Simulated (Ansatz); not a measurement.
Wavefunction ladder for `[NH2][Sn][Cl]`

```xyz
5

N     0.646   -0.274    0.320
Sn   -1.128   -0.875   -0.392
Cl   -1.804    1.341   -0.964
H     0.937    0.693    0.330
H     1.348   -0.886    0.706
```

The species carries charge 0 and has multiplicity 1. Correlated methods include outer-core shells of Sn, which these sets cover unevenly. Sn takes the def2 core potential. The geometry is a stationary point of PBE0-D4/def2-TZVP. It is one conformer, not always the lowest. Frozen core, restricted reference, Ansatz.

```csv
basis,HF (Eh),MP2 corr.
def2-SVP,-728.34084,-0.39577
def2-TZVPP,-728.58139,-0.71306
def2-QZVPP,-728.59922,-0.96195
```

Problem. Estimate the CCSD correlation energy and the (T) correction in each basis where they were run (hartree).

Solution. 
```
     basis  CCSD corr.       (T)
  def2-SVP    -0.42574  -0.01222
def2-TZVPP    -0.72583  -0.02756
```
